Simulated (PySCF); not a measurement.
PySCF 2.14 output of an unrestricted r2SCAN0 calculation on a single atom or ion in x2c-TZVPPall (11s7p7d4f2g, 113 functions), with the spin-free X2C one-electron Hamiltonian (Gaussian nucleus):

```
SCF conv_tol = 1e-09
number electrons alpha = 30  beta = 27
    M. Bursch, H. Neugebauer, S. Ehlert, and S. Grimme.,  J. Chem. Phys. 156, 134105 (2022)
cycle= 1 E= -9235.82168223597  delta_E= -0.0107  |g|= 0.0242  |ddm|= 0.171
cycle= 2 E= -9235.82188719394  delta_E= -0.000205  |g|= 0.00477  |ddm|= 0.0347
cycle= 3 E= -9235.82191441808  delta_E= -2.72e-05  |g|= 0.00153  |ddm|= 0.017
cycle= 4 E= -9235.82192607697  delta_E= -1.17e-05  |g|= 0.000672  |ddm|= 0.0153
cycle= 5 E= -9235.82193012627  delta_E= -4.05e-06  |g|= 0.000368  |ddm|= 0.0109
cycle= 6 E= -9235.82193096901  delta_E= -8.43e-07  |g|= 0.000162  |ddm|= 0.00538
cycle= 7 E= -9235.82193110707  delta_E= -1.38e-07  |g|= 2.12e-05  |ddm|= 0.00293
cycle= 8 E= -9235.82193111044  delta_E= -3.37e-09  |g|= 1.76e-05  |ddm|= 0.000257
cycle= 9 E= -9235.82193111142  delta_E= -9.82e-10  |g|= 1.8e-05  |ddm|= 3.78e-05
converged SCF energy = -9235.82193111142  <S^2> = 3.7528022  2S+1 = 4.0014009
```

The run itself started from symmetry-adapted Hartree-Fock orbitals and held the occupation by maximum overlap, on a logarithmic radial grid, so the iterations belong to that start.

Question: Which element, charge and spin multiplicity is this?

Answer: Pr²⁺ (praseodymium, charge +2), multiplicity 4; the state was [Xe] 4f2 5d1, one real determinant (an excited configuration).

⟨L²⟩ = 30.02 against 56 for a pure K term, so this real determinant mixes terms. Spin-orbit coupling, absent here, splits the open shell strongly.
